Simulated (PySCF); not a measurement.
## Calculated data, CH₈AlBSi, C₂H₇AlB, C₂H₅AlCl, C₂H₆Al

All values are calculated (PySCF 2.14.0). Calculation on a computer-drawn molecule: the log of a Hartree-Fock and frozen-core CCSD(T) single point meant for a local Hartree-Fock minimum, with one planted fault or none, to be diagnosed. Offsets are logged minus clean, where the clean run is the same molecule without the fault. The reference is restricted for singlets and unrestricted otherwise, and also for a bond in bohr or an excited solution. Adding or removing an electron swaps singlet and doublet. The excited solution moves the top pair (singlet) or top alpha electron (doublet) to the lowest empty orbital. Highest occupied and lowest empty are orbital energies over both spins, largest force is the largest gradient component, triples share is (T) over the correlation energy, the T1 limit is 0.02 restricted and 0.045 unrestricted, electrons count all cores, a negative frequency is imaginary (commonest isotopes), and the dipole is about the centre of nuclear charge.

Common to all runs: meant basis cc-pV(D+d)Z; logged SCF converged yes; possible faults no fault, one electron removed, one electron added, multiplicity raised by two, geometry at a saddle point, SCF held on an excited solution, minimal basis STO-3G, one bond length entered in bohr, all coordinates scaled.

(1) 
```xyz
12
formula=CH8AlBSi meant_charge=0 meant_multiplicity=1 logged_electrons=46 logged_basis_functions=36 logged_spin_squared=0 logged_highest_occupied=-6.8359 logged_lowest_empty=7.0385 logged_largest_force=0.034378 logged_T1_diagnostic=0.0070601 logged_D1_diagnostic=0.024596 logged_triples_share=0.0099287 logged_CC_converged=yes logged_dipole_magnitude=0.76738 logged_SCF_stable_within_its_kind=yes logged_energy_HF=-591.00809 logged_energy_CCSD(T)=-591.22966 planted_fault=minimal_basis_STO-3G HF_energy_offset_from_clean_run=4400 CCSD(T)_energy_offset_from_clean_run=4562
C     -2.1416     1.7855     2.1406
B     -1.1891     1.2877     0.9701
Al    -1.0306     2.3088    -0.9271
Si    -0.1241    -0.4339     1.3207
H     -1.8348     1.4836     3.1463
H     -2.3732     2.8533     2.1474
H     -3.0935     1.2626     1.9453
H      0.1358     3.3499    -1.2098
H     -2.0638     2.0239    -2.1004
H     -0.8307    -1.3731     2.2327
H      0.2239    -1.1809     0.0821
H      1.1562    -0.0395     1.9731
```

Units: logged_highest_occupied, logged_lowest_empty in eV; logged_largest_force in hartree/bohr; logged_dipole_magnitude in debye; logged_energy_HF, logged_energy_CCSD(T) in hartree; HF_energy_offset_from_clean_run, CCSD(T)_energy_offset_from_clean_run in kcal/mol.

Drawn bonds:
```tsv
atom	other atom	order
1	2	1
2	3	1
2	4	1
1	5	1
1	6	1
1	7	1
3	8	1
3	9	1
4	10	1
4	11	1
4	12	1
```

(2) 
```xyz
11
formula=C2H7AlB meant_charge=0 meant_multiplicity=2 logged_electrons=37 logged_basis_functions=100 logged_spin_squared=3.7595 logged_highest_occupied=-7.7704 logged_lowest_empty=-0.67937 logged_largest_force=0.017287 logged_T1_diagnostic=0.022526 logged_D1_diagnostic=0.12419 logged_triples_share=0.028618 logged_CC_converged=yes logged_dipole_magnitude=1.0085 logged_SCF_stable_within_its_kind=yes logged_energy_HF=-346.25011 logged_energy_CCSD(T)=-346.72408 planted_fault=multiplicity_raised_by_two HF_energy_offset_from_clean_run=68.3 CCSD(T)_energy_offset_from_clean_run=77.67
C     -0.5308    -2.3546     1.6206
B     -0.7086    -0.8159     1.7435
Al    -0.9932     1.2088     1.9442
C     -2.4410     1.9560     3.0555
H      0.4213    -2.7199     2.0160
H     -0.6685    -2.7328     0.6035
H     -1.3265    -2.7969     2.2384
H      0.0045     2.1673     1.1646
H     -3.0567     1.1911     3.5385
H     -2.0319     2.5993     3.8438
H     -3.1065     2.5858     2.4529
```

Units: logged_highest_occupied, logged_lowest_empty in eV; logged_largest_force in hartree/bohr; logged_dipole_magnitude in debye; logged_energy_HF, logged_energy_CCSD(T) in hartree; HF_energy_offset_from_clean_run, CCSD(T)_energy_offset_from_clean_run in kcal/mol.

Drawn bonds:
```tsv
atom	other atom	order
1	2	1
2	3	1
3	4	1
1	5	1
1	6	1
1	7	1
3	8	1
4	9	1
4	10	1
4	11	1
```

(3) 
```xyz
9
formula=C2H5AlCl meant_charge=1 meant_multiplicity=1 logged_electrons=46 logged_basis_functions=99 logged_spin_squared=0.7291 logged_highest_occupied=-14.954 logged_lowest_empty=-4.3289 logged_largest_force=0.018891 logged_T1_diagnostic=0.054755 logged_D1_diagnostic=0.26503 logged_triples_share=0.036543 logged_CC_converged=yes logged_dipole_magnitude=1.6508 logged_SCF_stable_within_its_kind=yes logged_energy_HF=-779.75513 logged_energy_CCSD(T)=-780.28354 planted_fault=one_bond_length_entered_in_bohr,row_5_of_the_drawn_bonds HF_energy_offset_from_clean_run=80.5 CCSD(T)_energy_offset_from_clean_run=82.31
C     -0.2576     0.5035    -0.9201
C     -0.0348    -0.0572    -2.3393
Al     1.2292    -1.5288    -2.4757
Cl     2.5377    -3.0612    -2.6350
H     -0.6568    -0.2494    -0.2403
H     -1.6300     2.0355    -1.0343
H      0.6589     0.9102    -0.4923
H      0.3424     0.7102    -3.0229
H     -0.9648    -0.4368    -2.7749
```

Units: logged_highest_occupied, logged_lowest_empty in eV; logged_largest_force in hartree/bohr; logged_dipole_magnitude in debye; logged_energy_HF, logged_energy_CCSD(T) in hartree; HF_energy_offset_from_clean_run, CCSD(T)_energy_offset_from_clean_run in kcal/mol.

Drawn bonds:
```tsv
atom	other atom	order
1	2	1
2	3	1
3	4	1
1	5	1
1	6	1
1	7	1
2	8	1
2	9	1
```

Notes: T1 above single-reference limit.

(4) 
```xyz
9
formula=C2H6Al meant_charge=0 meant_multiplicity=2 logged_electrons=31 logged_basis_functions=81 logged_spin_squared=0.8119 logged_highest_occupied=-5.4828 logged_lowest_empty=-0.94204 logged_largest_force=0.035865 logged_dipole_magnitude=2.0514 logged_SCF_stable_within_its_kind=no logged_energy_HF=-321.03024 planted_fault=SCF_held_on_an_excited_solution HF_energy_offset_from_clean_run=48.89
C     -0.3621    -0.8186    -1.0631
C      1.0853    -0.6070    -0.5900
Al     1.9110    -2.1004     0.4313
H     -0.4474    -1.6889    -1.7196
H     -1.0397    -0.9868    -0.2216
H     -0.7396     0.0460    -1.6175
H      1.1505     0.2981     0.0297
H      1.7351    -0.3949    -1.4507
H      1.0662    -3.4334     0.6875
```

Units: logged_highest_occupied, logged_lowest_empty in eV; logged_largest_force in hartree/bohr; logged_dipole_magnitude in debye; logged_energy_HF in hartree; HF_energy_offset_from_clean_run in kcal/mol.

Drawn bonds:
```tsv
atom	other atom	order
1	2	1
2	3	1
1	4	1
1	5	1
1	6	1
2	7	1
2	8	1
3	9	1
```

Notes: coupled-cluster numbers left out as unreliable.
